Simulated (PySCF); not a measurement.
Correlation energy of Ag (silver, neutral)

[Kr] 4d9 5s1 5p1, one real determinant (an excited configuration). Computed with PySCF 2.14 in ANO-RCC-VTZP (7s6p4d2f1g, 68 functions), with scalar relativity by spin-free X2C-1e. Frozen: [Ar] 3d10; 19 electrons correlated.

```
  level  correlation energy (mhartree)
   CCSD                        -530.34
    (T)                         -13.36
CCSD(T)                        -543.70
```

Diagnostics: T1 = 0.011, D1 = 0.0462, largest double amplitude 0.032.

Task: Is a single reference adequate?

Result: Yes, within this model without spin-orbit coupling: T1 lies below 0.03 and no double amplitude reaches 0.07.

The basis was made for the ground configuration and has no added diffuse functions, which can raise the energy of the promoted electron.

The reference is one real determinant that mixes LS terms of this configuration.
